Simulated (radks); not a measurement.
Species: Ar8+. Configuration: [Ne] (the NIST ground configuration).

Method: non-relativistic Kohn-Sham, PBE, spin-polarised, spherical densities, point nucleus; computed with a radial shooting solver on a logarithmic mesh with Libxc functionals.

Energy parts (Ry):
part                       energy
total                 -1012.29390
kinetic                1011.53173
electron-nucleus      -2274.76642
Hartree                 303.71758
exchange-correlation    -52.77679

Orbitals (lengths in bohr, moments of r in powers of bohr; <r^-3> diverges for s and p1/2):
| orbital | occ. | eigenvalue (Ry) | <r^-3> | <1/r> | <r^4> |
|---|---|---|---|---|---|
| 1s | 2 | -241.1926 | - | 17.55 | 0.0002554 |
| 2s | 2 | -33.71162 | - | 3.567 | 0.07027 |
| 2p | 6 | -29.02875 | 128.6 | 3.492 | 0.05912 |
| 3s | 0 | -11.13884 | - | 1.277 | 2.970 |
| 3p | 0 | -9.88087 | 23.15 | 1.215 | 3.395 |

The highest occupied level is 2p at -394.96 eV. The electron density at the nucleus is 3825 e/bohr^3. For comparison, the ionisation energy in NIST's Atomic Spectra Database is 422.6 eV (semi-empirical). In exact Kohn-Sham theory the highest level is minus the ionisation energy, but local and semilocal functionals leave it too shallow, through self-interaction and a potential that decays too fast; potentials with the right tail come closer.
